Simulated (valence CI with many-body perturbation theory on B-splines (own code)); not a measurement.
## E1 transitions of Cr²⁺

Level of theory: configuration interaction combined with many-body perturbation theory (CI+MBPT): four valence electrons over a frozen Dirac-Fock core [Ar], a basis of 7 s, 7 p, 8 d, 6 f, 4 g, 1 h functions for each j, with the one-electron correlation potential Σ1, the two-electron term Σ2, the three-electron term Σ3, Breit, model QED; selected CI, second order for the rest (own B-spline code, finite nucleus).

Set against measurement, 67 paired levels are off by 1793 cm⁻¹ on average, the worst by 4071. These come from a selection out of Sugar and Corliss, J. Phys. Chem. Ref. Data 6, 317 (1977). Levels without a partner in it may be off by more, other configurations by 1,000 to 8,000 cm⁻¹. Among the levels kept, up to 440 cm⁻¹ of a level comes from second order outside the variational space, and about a tenth of that is noise between levels of different J, which matters for small intervals.

Lines 351 to 400 of 587 in falling wavelength, among levels below 155356 cm⁻¹, chosen from the strongest by gf and those to the six lowest levels. Wavelengths and rates use the calculated energies, so an error of 2000 cm⁻¹ moves a line at 1602 Å by 3.2 % and its rate by three times that or more. Electric multipoles are in the length gauge, E1 and E2 with the static RPA response of the core. Weak lines are less certain than strong ones. Lines between different terms over intervals too small for the method are left out, as are lines whose strength nearly cancels. Where a level lies close to another of its J and parity, the split of strength between their lines is uncertain. The highest levels of a list are the least certain.

Names give the largest LS component (configuration and term), which can be under half, so a name can repeat, a term be missing and a line seem to break the LS rules; names also repeat where a configuration has a term twice. Letters in brackets count levels of one name in rising energy.

```tsv
λ vac (Å)	Upper	Lower	A (s⁻¹)	log gf	Branch %
1602	3d³5s ³F_3	3d³4p ³D°_2 [a]	1.22e+08	-0.48	11.0
1601	3d³4d ⁵D_2	3d³4p ⁵D°_2 [a]	3.00e+08	-0.24	21.9
1600	3d³5s ³F_4	3d³4p ⁵D°_3 [a]	5.50e+07	-0.72	5.0
1600	3d³4d ⁵D_1	3d³4p ⁵D°_1 [a]	1.35e+08	-0.81	9.9
1599	3d³5s ⁵F_4	3d³4p ⁵G°_5	4.01e+08	0.14	35.1
1598	3d³4d ⁵D_1	3d³4p ⁵D°_0 [a]	2.40e+08	-0.56	17.5
1597	3d³4d ⁵D_2	3d³4p ⁵D°_1 [a]	2.49e+08	-0.32	18.1
1595	3d³4d ⁵D_2	3d³4p ⁵D°_3 [a]	4.78e+08	-0.04	34.8
1595	3d³5s ⁵F_3	3d³4p ⁵G°_4	3.79e+08	0.00	33.1
1591	3d³5s ⁵F_2	3d³4p ⁵G°_3	3.88e+08	-0.13	34.0
1590	3d³5s ⁵F_5	3d³4p ⁵G°_5	4.68e+07	-0.71	4.1
1590	3d³4d ⁵D_1	3d³4p ³D°_2 [a]	3.98e+08	-0.34	29.1
1588	3d³5s ⁵F_1	3d³4p ⁵G°_2	4.76e+08	-0.27	41.7
1588	3d³5s ⁵F_4	3d³4p ⁵G°_4	7.75e+07	-0.58	6.8
1586	3d³5s ⁵F_3	3d³4p ⁵G°_3	9.36e+07	-0.61	8.2
1585	3d³5s ⁵F_2	3d³4p ⁵G°_2	8.72e+07	-0.78	7.6
1538	3d³4p ¹G°_4 [b]	3d⁴ ¹G_4 [b]	5.66e+07	-0.74	8.3
1530	3d³4p ¹H°_5 [b]	3d⁴ ¹G_4 [b]	4.22e+07	-0.79	2.2
1463	3d³4p ¹P°_1 [c]	3d⁴ ¹S_0 [b]	2.99e+08	-0.54	24.1
1459	3d³4p ³D°_3 [b]	3d⁴ ³F_4 [b]	1.19e+08	-0.58	14.0
1436	3d³4p ³D°_3 [c]	3d⁴ ³F_4 [b]	9.67e+07	-0.68	8.6
1374	3d³4p ³G°_3 [c]	3d⁴ ³F_2 [b]	1.13e+08	-0.65	8.4
1373	3d³4p ³G°_5 [c]	3d⁴ ³F_4 [b]	1.64e+08	-0.29	12.6
1372	3d³4p ³G°_4 [c]	3d⁴ ³F_3 [b]	1.58e+08	-0.40	12.3
1364	3d³4p ³S°_1 [b]	3d⁴ ³P_1 [b]	2.41e+08	-0.70	20.2
1362	3d³4p ⁵G°_3	3d⁴ ³H_4	8.70e+04	-3.77	0.0
1355	3d³4p ³S°_1 [b]	3d⁴ ³P_2 [b]	2.75e+08	-0.64	22.9
1334	3d³4p ³D°_3 [a]	3d⁴ ³F_4 [a]	1.06e+08	-0.70	13.6
1330	3d³4p ³G°_3 [a]	3d⁴ ³G_3	9.03e+07	-0.78	10.4
1328	3d³4p ³D°_3 [a]	3d⁴ ³P_2 [a]	1.80e+08	-0.48	23.0
1328	3d³4p ³G°_4 [a]	3d⁴ ³G_4	9.19e+07	-0.66	10.6
1324	3d³4p ³G°_5 [a]	3d⁴ ³G_5	1.15e+08	-0.48	13.2
1306	3d³4p ⁵F°_3	3d⁴ ³H_4	4.61e+05	-3.08	0.0
1302	3d³4p ⁵F°_4	3d⁴ ³H_4	5.63e+04	-3.89	0.0
1302	3d³4p ³F°_2 [a]	3d⁴ ³G_3	2.50e+08	-0.50	30.9
1300	3d³4p ¹F°_3 [a]	3d⁴ ¹D_2 [a]	2.28e+08	-0.39	31.1
1299	3d³4p ³F°_3 [a]	3d⁴ ³G_4	2.35e+08	-0.38	28.9
1299	3d³4p ³D°_3 [a]	3d⁴ ³H_4	3.51e+05	-3.21	0.0
1295	3d³4p ³F°_4 [a]	3d⁴ ³G_5	2.59e+08	-0.23	31.6
1290	3d³4p ¹G°_4 [b]	3d⁴ ¹F_3	2.49e+08	-0.25	36.7
1289	3d³4p ³G°_5 [a]	3d⁴ ³F_4 [a]	6.40e+07	-0.76	7.4
1265	3d³4p ³G°_3 [a]	3d⁴ ³H_4	3.61e+08	-0.22	41.7
1263	3d³4p ³G°_4 [a]	3d⁴ ³H_5	3.48e+08	-0.13	40.1
1262	3d³4p ³F°_4 [a]	3d⁴ ³F_4 [a]	9.42e+07	-0.69	11.5
1261	3d³4p ³G°_4 [a]	3d⁴ ³H_4	8.64e+06	-1.73	1.0
1260	3d³4p ³G°_5 [a]	3d⁴ ³H_6	3.43e+08	-0.05	39.5
1259	3d³4p ¹D°_2 [d]	3d⁴ ¹D_2 [b]	6.01e+08	-0.15	57.0
1256	3d³4p ³G°_5 [a]	3d⁴ ³H_4	1.52e+05	-3.40	0.0
1244	3d³4p ¹G°_4 [c]	3d⁴ ¹G_4 [b]	4.22e+08	-0.06	49.9
1236	3d³4p ¹P°_1 [a]	3d⁴ ¹D_2 [a]	2.29e+08	-0.80	19.9
```
